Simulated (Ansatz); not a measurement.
Start from `O=C([SiH3])S` and change one atom or group to get `O=C([SiH3])BO`.

Ansatz, PBE0-D4/def2-TZVP geometries, multiplicity 1. Each molecule was computed in one conformer, which needn't be the lowest.

```
                             property  `O=C([SiH3])S`
HOMO–LUMO gap (B3LYP/def2-TZVPP) / eV            5.42
   HOMO energy (PBE0/def2-TZVPP) / eV           -7.38
    HOMO energy (PBE/def2-TZVPP) / eV           -6.01
  LUMO energy (B3LYP/def2-TZVPP) / eV           -1.73
  HOMO–LUMO gap (PBE/def2-TZVPP) / eV            3.50
  HOMO energy (B3LYP/def2-TZVPP) / eV           -7.15
```

Problem. What does the change do to each property? (An estimate is asked.)

Solution. The calculation gave: 
```csv
property,`O=C([SiH3])BO`,shift
HOMO–LUMO gap (B3LYP/def2-TZVPP) / eV,3.87,-1.55
HOMO energy (PBE0/def2-TZVPP) / eV,-6.97,0.41
HOMO energy (PBE/def2-TZVPP) / eV,-5.56,0.45
LUMO energy (B3LYP/def2-TZVPP) / eV,-2.90,-1.17
HOMO–LUMO gap (PBE/def2-TZVPP) / eV,1.83,-1.67
HOMO energy (B3LYP/def2-TZVPP) / eV,-6.77,0.38
```

With PBE0 the HOMO rises by 0.41 eV and the LUMO falls by 1.15 eV, so the gap narrows by about 1.56 eV. PBE moves the HOMO by 0.45 eV and ωB97M-V by 0.33 eV.

B3LYP here is the variant with VWN-RPA as its local correlation; programs differ in this.
